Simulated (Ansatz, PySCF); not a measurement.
System: diaminoborinic acid, H$_{5}$BN$_{2}$O (charge 0, singlet). SMILES: NB(N)O
Structure (B3LYP-D3(BJ)/def2-TZVP (Ansatz, an electronic-structure program) minimum search):
```xyz
9

N      1.2674    -0.5594     0.3003
B      0.0087     0.0178    -0.0050
N     -1.2056    -0.7175     0.1240
O      0.0251     1.3366    -0.4359
H      2.1166    -0.0324     0.2058
H      1.3968    -1.5005     0.6208
H     -2.1110    -0.3378    -0.0839
H     -1.2384    -1.6718     0.4339
H     -0.8407     1.6984    -0.6344
```
Charge 0, spin multiplicity 1.

Unscaled harmonic wavenumbers (cm⁻¹) in rising order, each level at the stationary point that it reaches from this structure (no distance between atoms moves by over 0.3 Å); the order of modes can differ between levels, and a negative number is imaginary. B3LYP-D3(BJ)/def2-TZVP (PySCF, at the structure above): 114, 189, 292, 379, 421, 441, 521, 634, 850, 865, 926, 1006, 1394, 1425, 1632, 1644, 3616, 3624, 3705, 3720, 3874.

HF/3-21G (Ansatz): 246, 393, 433, 446, 516, 554, 578, 753, 888, 950, 1029, 1056, 1506, 1560, 1809, 1830, 3756, 3767, 3849, 3866, 3953. Zero-point energy 48.2 against 44.7 kcal/mol; where all levels lie over 400 cm⁻¹, the wavenumbers are on average 1.098 times those of B3LYP-D3(BJ)/def2-TZVP.

HF/6-31G* (Ansatz): 93, 163, 322, 395, 445, 479, 554, 687, 893, 923, 997, 1095, 1492, 1514, 1795, 1810, 3845, 3854, 3938, 3953, 4160. Zero-point energy 47.8 against 44.7 kcal/mol; where all levels lie over 400 cm⁻¹, the wavenumbers are on average 1.073 times those of B3LYP-D3(BJ)/def2-TZVP.
